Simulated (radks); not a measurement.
Values are calculated unless marked as measured or tabulated.
Problem. The iron ion Fe12+ is in [Ne] 3s2 3p2. Level of theory: scalar-relativistic Kohn-Sham, BLYP, spin-polarised, spherical densities, finite nucleus; Fermi nuclear charge, rms radius of each element as measured or else 0.836 A^(1/3) + 0.57 fm (a radial shooting solver on a logarithmic mesh with Libxc functionals). Open shells are filled with parallel spins first. One electron is removed from 2p, 2s, 3p, 3s in turn, with full relaxation. Which removal costs least, and what does each cost?

Solution. 3p 359.85 eV; 3s 387.49 eV; 2p 1083.5 eV; 2s 1197.4 eV. The 3p electron leaves first.
